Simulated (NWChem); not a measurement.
System: CH$_{6}$O$_{2}$Si$_{2}$; SMILES [SiH2]1OC[Si@H]1O

Here is an NWChem input.

```
start job
memory heap 200 mb stack 900 mb global 1100 mb
geometry units angstroms
  O      1.922368     0.993996    -0.376723
  Si     0.791891     0.314799     0.576448
  C      0.229204    -1.461476     0.041728
  O     -1.130289    -1.167794    -0.332864
  Si    -1.373162     0.461066    -0.214917
  H      2.822939     0.680949    -0.432732
  H      1.287000     0.260580     1.958750
  H      0.734492    -1.888854    -0.828816
  H      0.203131    -2.229264     0.817382
  H     -2.473648     0.719005     0.714352
  H     -1.681424     1.012494    -1.536408
end
basis spherical
  * library def2-svp
end
dft
  xc pbe0
  iterations 150
end
driver
  maxiter 120
end
task dft optimize
task dft freq
```

The level has its own optimisation; frequencies are unscaled. Brackets give each atom's bonded neighbours.

Problem. What results follow from this input? (PBE0/def2-SVP.) Quantities: r O–Si [O(HSi)–Si(CHOSi)] (Å); r H–O (Å); r C–Si (Å); r Si–Si (Å); highest harmonic frequency (cm⁻¹); lowest (cm⁻¹); zero-point energy (kcal/mol); dipole (D).

Solution. 
```yaml
r O–Si [O(HSi)–Si(CHOSi)] (Å): 1.667
r H–O (Å): 0.961
r C–Si (Å): 1.927
r Si–Si (Å): 2.334
highest harmonic frequency (cm⁻¹): 3943
lowest (cm⁻¹): 76
zero-point energy (kcal/mol): 45.0
dipole (D): 2.74
```
